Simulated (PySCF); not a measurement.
Electric field gradients and quadrupole coupling constants

Compound: C2H8O3Si3.
Cartesian coordinates in Å at the GFN2-xTB level; atoms count from 1:
```
atom  x, y, z in Å
C1    -0.262   -3.041   -0.088
C2     0.417   -2.194    0.430
Si3    1.448   -0.877    1.230
O4     1.432    0.491    0.360
Si5    0.831    1.483   -0.767
O6     1.201    3.013   -0.418
O7    -0.776    1.301   -0.821
Si8   -2.090    0.363   -0.710
H9    -0.854   -3.784   -0.542
H10    2.854   -1.280    1.248
H11    0.877   -0.554    2.541
H12    1.435    1.213   -2.049
H13    0.823    3.460    0.335
H14   -2.194   -0.154    0.656
H15   -1.979   -0.725   -1.680
H16   -3.171    1.294   -1.030
```

Field gradients from the PBE0/pcSseg-1 density (PySCF, non-relativistic), principal values in atomic units, ordered |Vxx| ≤ |Vyy| ≤ |Vzz|:

| atom | Vxx | Vyy | Vzz |
| --- | --- | --- | --- |
| O4 | -0.4287 | -0.6131 | 1.0417 |
| O6 | -0.4199 | -1.1038 | 1.5237 |
| O7 | -0.4655 | -0.5639 | 1.0294 |

Find the asymmetry η = (Vxx − Vyy)/Vzz and the couplings χ = eQV/h (234.96 MHz × Q in barn × V in au), with Q(17O) = −0.0256 b.

```tsv
atom	environment	nucleus	η	χzz (MHz)	χxx (MHz)	χyy (MHz)
O4	siloxane oxygen	17O	0.18	-6.27	2.58	3.69
O6	silanol oxygen	17O	0.45	-9.17	2.53	6.64
O7	siloxane oxygen	17O	0.10	-6.19	2.80	3.39
```

What is Vzz at O6 in SI units (1 au = 9.71736 × 10²¹ V/m²)?

1.5237 au = 14.806 × 10²¹ V/m².

Were the hydrogens deuterons (Q(2H) = 0.00286 b), χzz would run from 105 kHz (H11) to 343 kHz (H13).

Isolated species at its GFN2-xTB geometry (one conformer only). GFN2-xTB bond lengths can be off by several hundredths of an ångström, more for odd bonds, and the gradients follow them. The basis is small and wasn't made for field gradients, so the couplings can be 20 % off.
